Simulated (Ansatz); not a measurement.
A run for Ansatz (a program for electronic structure): R-PBE/def2-TZVPP on F2GaH2N (SMILES [NH2][Ga]([F])[F]), a point of a torsion scan.

Ansatz 0.2 input:
```yaml
crystal:
  periodic: [false, false, false]
  atoms:
    - {symbol: N, position_ang: [-1.09571341, -0.09447762, -0.27814985]}
    - {symbol: Ga, position_ang: [0.71496637, 0.26724390, -0.20989785]}
    - {symbol: F, position_ang: [1.77790235, -0.53234157, 0.92049760]}
    - {symbol: F, position_ang: [1.50683655, 1.42622239, -1.23007973]}
    - {symbol: H, position_ang: [-1.67328730, 0.72309859, -0.09926029]}
    - {symbol: H, position_ang: [-1.34014757, -0.80526452, 0.40907427]}
basis:
  gaussian:
    orbitals: def2-TZVPP
hamiltonian:
  xc: {name: PBE}
scf: {lower_state_search: off}
```

The head of its log:

```
WARN ansatz: RAYON_NUM_THREADS=1 ignored (pool sized by the plan → 1); use --threads N
Functional definition: PBE
these checks for a lower state are left out or cut short: stability, starts, cluster_reference, orbital_swaps, neighbouring_geometries, increment
integrals: 0.08 GiB planned
953 factors; their error is unknown
mean field: 0.54 GiB planned
mean field evaluation 1: about -59310.4720 eV, gradient 9.7e1 eV
mean field evaluation 2: about -59241.4342 eV, gradient 1.9e2 eV
```

Problem. What total energy does the run end on?

Solution. -2180.1720 hartree.
